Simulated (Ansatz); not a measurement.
Molecular dynamics of C$_{2}$H$_{5}$FSSi

Input:

```yaml
crystal:
  periodic: [false, false, false]
  atoms:
    - { symbol: F, position_ang: [-1.075363, 1.255565, 0.65228] }
    - { symbol: C, position_ang: [-0.093465, 0.350839, 1.040482] }
    - { symbol: S, position_ang: [0.218389, 0.417063, 2.826522] }
    - { symbol: C, position_ang: [0.456381, -0.473732, 0.15737] }
    - { symbol: Si, position_ang: [-0.094939, -0.541476, -1.654013] }
    - { symbol: H, position_ang: [0.120874, 1.784274, 2.926171] }
    - { symbol: H, position_ang: [1.249458, -1.130464, 0.498496] }
    - { symbol: H, position_ang: [-1.582379, -0.714211, -1.759147] }
    - { symbol: H, position_ang: [0.294799, 0.712846, -2.384393] }
    - { symbol: H, position_ang: [0.589544, -1.711903, -2.300769] }
basis:
  gaussian: { orbitals: "6-31G" }
hamiltonian:
  xc: pbe0
  dispersion: d4
md:
  timestep: 0.25
  n_steps: 150
  ensemble: nve_milne
  temperature: 400.0
  initial_velocities: maxwell_boltzmann
  seed: 146547
scf:
  lower_state_search: "off"
```

Run as:

```bash
$ ansatz run input.yaml --threads 1 --pin off --max-ram 2048MiB --backend cpu --events-out ev --progress --plain --runs-dir out
```

It starts from a relaxed structure.

Output, in part (one step line in 6, the closing report, with atoms numbered from 0):

```
md step     0: t =     0.00 fs  T =   400.0 K  F+E_penalty+E_count = -23568.24251806 eV  E_kin = 0.413632 eV  conserved = -23567.82888606 eV  (14 SCF iters)
md step     6: t =     1.50 fs  T =   357.0 K  F+E_penalty+E_count = -23568.19803233 eV  E_kin = 0.369144 eV  conserved = -23567.82888827 eV  (14 SCF iters)
md step    12: t =     3.00 fs  T =   291.8 K  F+E_penalty+E_count = -23568.13064139 eV  E_kin = 0.301754 eV  conserved = -23567.82888759 eV  (14 SCF iters)
md step    18: t =     4.50 fs  T =   268.9 K  F+E_penalty+E_count = -23568.10696126 eV  E_kin = 0.278076 eV  conserved = -23567.82888565 eV  (14 SCF iters)
md step    24: t =     6.00 fs  T =   248.1 K  F+E_penalty+E_count = -23568.08541216 eV  E_kin = 0.256528 eV  conserved = -23567.82888449 eV  (14 SCF iters)
md step    30: t =     7.50 fs  T =   207.4 K  F+E_penalty+E_count = -23568.04336563 eV  E_kin = 0.214481 eV  conserved = -23567.82888507 eV  (14 SCF iters)
md step    36: t =     9.00 fs  T =   175.3 K  F+E_penalty+E_count = -23568.01013246 eV  E_kin = 0.181246 eV  conserved = -23567.82888599 eV  (15 SCF iters)
md step    42: t =    10.50 fs  T =   164.3 K  F+E_penalty+E_count = -23567.99881993 eV  E_kin = 0.169933 eV  conserved = -23567.82888671 eV  (14 SCF iters)
md step    48: t =    12.00 fs  T =   173.8 K  F+E_penalty+E_count = -23568.00858878 eV  E_kin = 0.179702 eV  conserved = -23567.82888697 eV  (14 SCF iters)
md step    54: t =    13.50 fs  T =   208.2 K  F+E_penalty+E_count = -23568.04422804 eV  E_kin = 0.215341 eV  conserved = -23567.82888663 eV  (15 SCF iters)
md step    60: t =    15.00 fs  T =   233.8 K  F+E_penalty+E_count = -23568.07070410 eV  E_kin = 0.241817 eV  conserved = -23567.82888666 eV  (14 SCF iters)
md step    66: t =    16.50 fs  T =   230.6 K  F+E_penalty+E_count = -23568.06737843 eV  E_kin = 0.238492 eV  conserved = -23567.82888678 eV  (14 SCF iters)
md step    72: t =    18.00 fs  T =   230.2 K  F+E_penalty+E_count = -23568.06693470 eV  E_kin = 0.238047 eV  conserved = -23567.82888726 eV  (14 SCF iters)
md step    78: t =    19.50 fs  T =   236.1 K  F+E_penalty+E_count = -23568.07303492 eV  E_kin = 0.244148 eV  conserved = -23567.82888710 eV  (14 SCF iters)
md step    84: t =    21.00 fs  T =   214.3 K  F+E_penalty+E_count = -23568.05054090 eV  E_kin = 0.221654 eV  conserved = -23567.82888654 eV  (14 SCF iters)
md step    90: t =    22.50 fs  T =   166.0 K  F+E_penalty+E_count = -23568.00058452 eV  E_kin = 0.171698 eV  conserved = -23567.82888637 eV  (14 SCF iters)
md step    96: t =    24.00 fs  T =   142.7 K  F+E_penalty+E_count = -23567.97648789 eV  E_kin = 0.147602 eV  conserved = -23567.82888580 eV  (13 SCF iters)
md step   102: t =    25.50 fs  T =   146.6 K  F+E_penalty+E_count = -23567.98049640 eV  E_kin = 0.151611 eV  conserved = -23567.82888528 eV  (14 SCF iters)
md step   108: t =    27.00 fs  T =   149.9 K  F+E_penalty+E_count = -23567.98389582 eV  E_kin = 0.155010 eV  conserved = -23567.82888579 eV  (14 SCF iters)
md step   114: t =    28.50 fs  T =   163.7 K  F+E_penalty+E_count = -23567.99811943 eV  E_kin = 0.169232 eV  conserved = -23567.82888703 eV  (15 SCF iters)
md step   120: t =    30.00 fs  T =   198.6 K  F+E_penalty+E_count = -23568.03429441 eV  E_kin = 0.205407 eV  conserved = -23567.82888743 eV  (14 SCF iters)
md step   126: t =    31.50 fs  T =   218.1 K  F+E_penalty+E_count = -23568.05445577 eV  E_kin = 0.225569 eV  conserved = -23567.82888700 eV  (14 SCF iters)
md step   132: t =    33.00 fs  T =   202.3 K  F+E_penalty+E_count = -23568.03813113 eV  E_kin = 0.209246 eV  conserved = -23567.82888545 eV  (14 SCF iters)
md step   138: t =    34.50 fs  T =   191.3 K  F+E_penalty+E_count = -23568.02672025 eV  E_kin = 0.197835 eV  conserved = -23567.82888496 eV  (15 SCF iters)
md step   144: t =    36.00 fs  T =   192.9 K  F+E_penalty+E_count = -23568.02837383 eV  E_kin = 0.199489 eV  conserved = -23567.82888460 eV  (14 SCF iters)
md step   150: t =    37.50 fs  T =   190.4 K  F+E_penalty+E_count = -23568.02582411 eV  E_kin = 0.196939 eV  conserved = -23567.82888495 eV  (14 SCF iters)
Total energy: -23568.02585139 eV, -866.1089750570 hartree
Atom 0 at    -1.050665     1.216766     0.571899 Å, force    -0.960559     0.632258    -0.231469 eV/Å
Atom 1 at    -0.085280     0.372990     1.012807 Å, force     1.469505    -0.631663     0.506757 eV/Å
Atom 2 at     0.168357     0.404981     2.829145 Å, force     0.476792     0.577033     0.012825 eV/Å
Atom 3 at     0.572415    -0.419746     0.161461 Å, force    -0.012418    -0.475750     0.628897 eV/Å
Atom 4 at    -0.133501    -0.534642    -1.605048 Å, force     0.198991     0.321309    -0.066497 eV/Å
Atom 5 at     1.031302     1.525579     2.930288 Å, force    -0.596879    -0.558740    -0.211044 eV/Å
Atom 6 at     1.396996    -1.025054     0.589742 Å, force    -0.692855     0.300770    -0.553328 eV/Å
Atom 7 at    -1.613511    -0.776278    -1.545550 Å, force     0.022567    -0.135512     0.040004 eV/Å
Atom 8 at     0.040532     0.828753    -2.211875 Å, force     0.063665    -0.077098    -0.219912 eV/Å
Atom 9 at     0.537047    -1.594544    -2.433894 Å, force     0.031191     0.047393     0.093767 eV/Å
Dipole moment:     0.376861    -0.047532    -0.058916 e Å
```

The run went to its last step. The conserved energy stayed within 0.0003 meV per atom of its start (net change 0.0001 meV per atom), so the integration is sound. A run of 0.037 ps of so small a system gives no equilibrium averages. Limits of this set-up: no polarisation functions.

The same pairs are bonded in the first frame and the last. Pairs count as bonded within 1.25 times the sum of covalent radii (0.12 Å more for H–H).

Last frame:

```xyz
10
Properties=species:S:1:pos:R:3
F -1.051 1.217 0.572
C -0.085 0.373 1.013
S 0.168 0.405 2.829
C 0.572 -0.420 0.162
Si -0.134 -0.535 -1.605
H 1.031 1.526 2.930
H 1.397 -1.025 0.590
H -1.613 -0.776 -1.546
H 0.041 0.829 -2.212
H 0.537 -1.595 -2.434
```

The run took 14 min on 1 thread of AMD EPYC (Zen 3), on a shared host, peak memory 0.13 GiB.
